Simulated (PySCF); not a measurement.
NMR data simulated for an unnamed compound:

1H NMR (500 MHz, computed): δ 2.70 (m, 3H), 1.59 (m, 3H).

13C{1H} NMR (computed): δ 223.0 (C), 141.7 (C), 35.0 (CH3), 7.9 (CH3).

- NMR shieldings at PBE0/pcSseg-1/GIAO
- structure optimised with GFN2-xTB
- run in PySCF 2.14.0 with density-fitted response routines
- no solvent, fast rotation and ring inversion assumed for equivalent nuclei, non-relativistic, single conformer

Shifts are taken against calculated references (same method and geometry level): TMS for 1H (31.72 ppm), 13C (186.93 ppm).

Task: Which of these does the molecule contain: a three-membered ring, a CH3CH2 unit, a ketone, a CF3 group?

Result: 
- A three-membered ring: no.
- A CH3CH2 unit: no.
- A ketone: no.
- A CF3 group: yes (δC 141.7).

The data belong to SMILES C(C)(=O)P(C)C(F)(F)F, C4H6F3OP; they needn't prove each group on their own.

Carbon signals by region: 1 in the far downfield region (above 160 ppm), 1 in the sp2 and nitrile region (100–160 ppm), 2 below 50 ppm. Above 160 ppm: 223.0, carbonyl carbon.

Splittings by 19F and 31P in the carbon and heteronuclear signals aren't shown, as no couplings were computed. Shifts are as computed. Against solution values, carbons near 30 ppm lie about +3 ppm off and those near 130 ppm about +5 ppm. Of 1211 compounds with measured shifts, 218 miss one by over three times the rms of a fit or turn the order of signals round; such compounds aren't used in these exercises. Multiplicities follow the n + 1 count of equivalent neighbours, as no J values were calculated; m marks all less simple cases, F and P coupling included.
